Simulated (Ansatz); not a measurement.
Reactions of `CO[Si](S)(Cl)OC`.

Computed with Ansatz on PBE0-D4/def2-TZVP structures; ΔE is electronic, products minus reactants. CBS: MP2 limit from def2 TZ/QZ plus the TZ coupled-cluster correction, frozen cores. This one scheme is used for every species. Functionals use def2-TZVPP. def2 core potentials past Kr. For Hf outer-core shells are correlated without core-valence functions, which leaves a few kJ/mol of doubt a bond. Each species was taken in one conformer, which may not be the lowest.

```csv
reaction,PBE0-D4 (kJ/mol),PBE-D4 (kJ/mol),CCSD(T)/CBS(def2) (kJ/mol)
`CO[Si](S)(Cl)OC` + `OC(F)(F)Cl` → `CO[Si](S)(Cl)Cl` + `COC(O)(F)F`,-47,-41,-43
`CO[Si](S)(Cl)OC` + `BBCl` → `CO[SiH](S)Cl` + `BB(Cl)OC`,-22,-28,-16
`CO[Si](S)(Cl)OC` + `C=CCl` → `CO[Si](S)(Cl)Cl` + `C=COC`,-6,-8,4
`CO[Si](S)(Cl)OC` + `CC[N](C)[Hf]([F])([F])[F]` → `CCN(C)[Si](Cl)(OC)OC` + `[F][Hf]([F])([F])[SH]`,-30,-24,-29
```

Largest T1 diagnostic: 0.016, for `[F][Hf]([F])([F])[SH]`.
